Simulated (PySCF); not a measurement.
SnBr, SMILES [Br][Sn+] (connectivity only; charge and spin as stated), charge +1, multiplicity 1. Atoms are numbered in the order given.

```xyz
2

Sn     0.0000     0.0000    -0.9977
Br     0.0000     0.0000     1.4252
```
Charge +1, spin multiplicity 1.

Geometry: B3LYP-D3(BJ)/def2-TZVP. The spin state was assumed, not searched. The def2 effective core potentials stand for the cores of Sn; spin–orbit coupling is left out.

Computed with TDDFT-PBE/def2-TZVPD run with PySCF 2.14.0.

Vertical excitations; the highest root listed may be one member of a degenerate set.  State labels are in the subgroup C2v.

### Question
Give excitation energies, oscillator strengths and character. (An estimate is asked for; the answer gives what the named calculation found.)

### Answer

| state | symmetry | energy (eV) | λ (nm) | f | main pairs |
|---|---|---|---|---|---|
| S1 | A2 | 3.62 | 343 | 0.000 | HOMO→LUMO 50 %, HOMO−1→LUMO+1 50 % |
| S2 | A1 | 3.75 | 330 | 0.000 | HOMO→LUMO+1, HOMO−1→LUMO (degenerate set) |
| S3 | A2 | 3.75 | 330 | 0.000 | HOMO−1→LUMO+1, HOMO→LUMO (degenerate set) |
| S4 | B2 | 4.24 | 293 | 0.018 | HOMO−2→LUMO+1 (degenerate set) |
| S5 | B1 | 4.24 | 293 | 0.018 | HOMO−2→LUMO (degenerate set) |
| S6 | A1 | 4.77 | 260 | 0.077 | HOMO−1→LUMO 45 %, HOMO→LUMO+1 45 %, HOMO−2→LUMO+2 11 % |
| S7 | B1 | 6.50 | 191 | 0.008 | HOMO−1→LUMO+2 (degenerate set) |
| S8 | B2 | 6.50 | 191 | 0.008 | HOMO→LUMO+2 (degenerate set) |
| S9 | A1 | 8.43 | 147 | 1.534 | HOMO−2→LUMO+2 82 % |
| S10 | B1 | 8.96 | 138 | 0.050 | HOMO−1→LUMO+3 92 % |
| T1 | A1 | 3.22 | 385 | 0 | HOMO→LUMO+1 50 %, HOMO−1→LUMO 50 % |
| T2 | A1 | 3.38 | 367 | 0 | HOMO−1→LUMO, HOMO→LUMO+1 (degenerate set) |
| T3 | A2 | 3.38 | 367 | 0 | HOMO−1→LUMO+1, HOMO→LUMO (degenerate set) |
| T4 | B2 | 3.52 | 353 | 0 | HOMO−2→LUMO+1 99 % |
Triplets are in the Tamm–Dancoff approximation, which puts them higher than full response would, so one can lie above its singlet here.
